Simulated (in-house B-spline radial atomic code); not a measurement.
Settings and results of a run for Al V (Al4+) (an excited or competing configuration). All numbers are computed (non-relativistic B97-1, spin-polarised, spherical fractional occupations, exact exchange averaged over the configuration; point nucleus) with an all-electron radial atomic-structure program (B-spline basis), not measured.

Command:
```bash
python run_scf.py task.json out
```
Settings:
```
Z                13
configuration    [He] 2s2 2p4 3p1
hamiltonian      nr
method           b97_1
spin_polarised   True
exact_exchange   averaged over the configuration
```

Output (hartree, bohr):
```
 radial grid: 43 intervals, B-splines of order 8, outer radius 14.6809 bohr

 iter        energy (Eh)    residual
    1        -227.092995    5.96e-01
    2        -231.720757    1.99e-01
    3        -232.138053    7.33e-02
    4        -232.197104    2.69e-02
    5        -232.205187    7.79e-03
    6        -232.205971    2.22e-04
    7        -232.205971    1.32e-05
    8        -232.205971    4.30e-07
    9        -232.205971    1.25e-08

 total energy                      -232.20597
 kinetic                             231.9211
 electron-nucleus                   -526.4594
 Hartree                              78.0456
 exact exchange                       -3.0621
 exchange-correlation                -12.6512

 orbital      occ     eigenvalue          <r>       <r^2>       <1/r>     <1/r^3>     <1/r^2>       r_max
 1s up      1.000       -60.1416     0.120452   0.0195253     12.5801           -     320.043     0.07872
 1s down    1.000       -60.0045     0.120104   0.0193973     12.6056           -     321.073     0.07864
 2s up      1.000        -7.4922     0.584557      0.4046     2.50377           -     25.9431      0.4798
 2s down    1.000        -7.1650     0.593066    0.416804     2.45758           -     24.8947       0.484
 2p up      3.000        -6.1339     0.537589    0.357818     2.41108     42.8128      8.0884      0.4041
 2p down    1.000        -5.8397     0.548158    0.372737      2.3733     41.4588     7.87572      0.4097
 3p up      1.000        -1.7521      1.81945     3.79531    0.743335     5.78097     1.22081       1.641
```

Time taken, with all properties: 0.17 s on 1 thread of Arm Neoverse N1, with other jobs on the host.
